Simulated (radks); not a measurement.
Problem. I34+, 19 electrons, occupied as [Ar] 3d1 (the NIST ground configuration). Method: Dirac Kohn-Sham, exchange-only PBE, spin-unpolarised, spherical densities, finite nucleus; open shells fill j = l - 1/2 first; Fermi nuclear charge, rms radius 4.75 fm; computed with a radial shooting solver on a logarithmic mesh with Libxc functionals. Some entries of the table are withheld. Estimate them.

orbital  occ.  eigenvalue (eV)  <1/r> (bohr^-1)
1s1/2       2        -34730.08              (1)
2s1/2       2        -6822.021            13.38
2p1/2       2        -6523.070            13.33
2p3/2       4        -6219.897            12.31
3s1/2       2        -2490.572            5.221
3p1/2       2        -2377.914              (2)
3p3/2       4        -2307.120              (3)
3d3/2       1        -2134.325              (4)
3d5/2       0        -2117.920              (5)
4s1/2       0        -1265.507            2.675
4p1/2       0              (6)              (7)
4p3/2       0              (8)              (9)

Solution. 
(1) 1s1/2 <1/r> (bohr^-1): 56.83
(2) 3p1/2 <1/r> (bohr^-1): 5.154
(3) 3p3/2 <1/r> (bohr^-1): 4.893
(4) 3d3/2 <1/r> (bohr^-1): 4.770
(5) 3d5/2 <1/r> (bohr^-1): 4.703
(6) 4p1/2 eigenvalue (eV): -1218.010
(7) 4p1/2 <1/r> (bohr^-1): 2.636
(8) 4p3/2 eigenvalue (eV): -1192.543
(9) 4p3/2 <1/r> (bohr^-1): 2.541
